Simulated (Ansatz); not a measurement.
Born–Oppenheimer molecular dynamics of CH9AlOSi2 (14 atoms, charge 0, multiplicity 1). It starts at the highest image of a converged band. Of that band: Neighbouring images differ by up to 1.6 eV, so the band resolves the path poorly. A vibrational analysis at the climbing image gives one clearly imaginary mode, 318i cm⁻¹: a first-order saddle point.

Level of theory: Ansatz 0.2.0, RKS B3LYP-D4/def2-SVP.

```
ensemble                      : NVE (velocity Verlet)
time step                     : 0.5 fs
steps asked                   : 88
starting velocities drawn for : 100 K
seed                          : 3853
```

First frame:

```xyz
14
Properties=species:S:1:pos:R:3
C -1.801 1.695 0.550
Al 0.011 1.039 0.261
Si 1.544 -0.326 1.731
O 0.396 -0.315 -0.779
Si 0.103 -1.698 -1.636
H -2.162 2.255 -0.331
H -1.857 2.377 1.415
H -2.509 0.868 0.725
H 1.367 1.915 0.349
H 2.869 0.266 2.153
H 1.993 -1.703 1.303
H -0.163 -2.842 -0.711
H 1.285 -2.037 -2.481
H -1.089 -1.523 -2.520
```

**Question.** What does the run give?

**Answer.** The run went to its last step.

| Property | Result |
| --- | --- |
| steps done | 88 |
| time covered | 44 fs |
| mean temperature over the second half | 53 K |
| spread of the potential energy over the second half | 0.9 meV per atom |
| mean potential energy of the second half above the start | 5.2 meV per atom |

The conserved energy stayed within 0.018 meV per atom of its start (net change 0.0086 meV per atom), so the integration is sound. A run of 0.044 ps of so small a system gives no equilibrium averages. The orbitals stay closed-shell, which can raise the energy where a bond breaks towards radicals; this wasn't checked here.

**Question.** What happens to the structure?

**Answer.** The step under study would form Al2–H9 and break Si3–H9. These pairs go: Al2–H9 1.62 → 1.60 Å, Si3–H9 2.64 → 2.78 Å. In the last frame they stand as after the step (other bonds may differ from the relaxed reactants and products). It ends as one piece, CH9AlOSi2. Pairs count as bonded within 1.25 times the sum of covalent radii (0.12 Å more for H–H). This is one draw of velocities; another would differ in detail.

**Question.** How do temperature and energy run in time?

**Answer.** 
```
time (fs)  T (K)  potential energy less start (eV)  conserved less start (meV/atom)
      0.0    100                             0.000                             0.00
      1.0     97                             0.005                             0.00
      2.0     88                             0.018                             0.01
      3.0     77                             0.035                             0.01
      4.0     66                             0.052                             0.01
      5.0     56                             0.069                             0.01
      6.0     46                             0.084                             0.01
      7.0     37                             0.099                             0.02
      8.0     30                             0.109                             0.02
      9.0     26                             0.115                             0.02
     10.0     25                             0.117                             0.01
     11.0     25                             0.117                             0.01
     12.0     25                             0.116                             0.01
     13.0     28                             0.112                             0.02
     14.0     32                             0.105                             0.01
     15.0     38                             0.096                             0.01
     16.0     43                             0.089                             0.01
     17.0     46                             0.084                             0.01
     18.0     48                             0.080                             0.01
     19.0     51                             0.076                             0.01
     20.0     55                             0.070                             0.01
     21.0     59                             0.063                             0.01
     22.0     62                             0.058                             0.01
     23.0     63                             0.057                             0.01
     24.0     62                             0.058                             0.01
     25.0     61                             0.061                             0.01
     26.0     60                             0.063                             0.01
     27.0     58                             0.066                             0.01
     28.0     55                             0.070                             0.01
     29.0     52                             0.075                             0.01
     30.0     50                             0.078                             0.01
     31.0     49                             0.079                             0.01
     32.0     49                             0.080                             0.01
     33.0     47                             0.082                             0.01
     34.0     44                             0.086                             0.01
     35.0     42                             0.090                             0.02
     36.0     42                             0.090                             0.02
     37.0     43                             0.088                             0.01
     38.0     45                             0.085                             0.01
     39.0     46                             0.083                             0.01
     40.0     48                             0.081                             0.02
     41.0     51                             0.076                             0.02
     42.0     56                             0.068                             0.01
     43.0     63                             0.057                             0.01
     44.0     70                             0.047                             0.01
```

Time of the run: 5.2 min on 2 threads of Arm Neoverse V2, on a shared host, peak memory 0.31 GiB.
